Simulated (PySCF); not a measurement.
**Orbital picture of BBr**

RHF at R = 1.912 Å; B cc-pVDZ, Br cc-pVDZ-PP with ECP10; scalar-relativistic core potentials (PySCF 2.14). State: ¹Σ⁺ (singlet), closed shell. Only the outer orbitals are listed, counted within each symmetry, core potentials removing the inner ones.

```
orbital  occ.  ε (eV)  on B (%)          main shells (%)
     5σ     2  -29.46        10                  89 Br s
     6σ     2  -17.00        40          52 Br p, 36 B s
     3π     2  -12.58         7                  93 Br p
     3π     2  -12.58         7                  93 Br p
     7σ     2  -10.21        82  51 B s, 30 B p, 18 Br p
     4π     0    1.58        93                   93 B p
     4π     0    1.58        93                   93 B p
     8σ     0    5.24        85          80 B p, 23 Br p
```

Problem. Which are the highest filled and the lowest empty level, where do they sit, and how wide is the gap?

Solution. Highest filled 7σ at -10.21 eV (in %: 51 B s, 30 B p, 18 Br p); lowest empty 4π at 1.58 eV (in %: 93 B p); the gap at RHF is 11.79 eV. An empty level above zero is unbound, and its energy depends on the basis.

```json
{
  "bond order (Mayer)": "1.30",
  "⟨S²⟩": "0.000",
  "charge on B (Mulliken, basis-dependent)": "0.09",
  "charge on B (Löwdin, basis-dependent)": "-0.13",
  "dipole moment (positive dipole means B(−)Br(+))": "0.96 D",
  "polarisability along the bond": "44.1 bohr³",
  "polarisability across the bond": "23.4 bohr³"
}
```
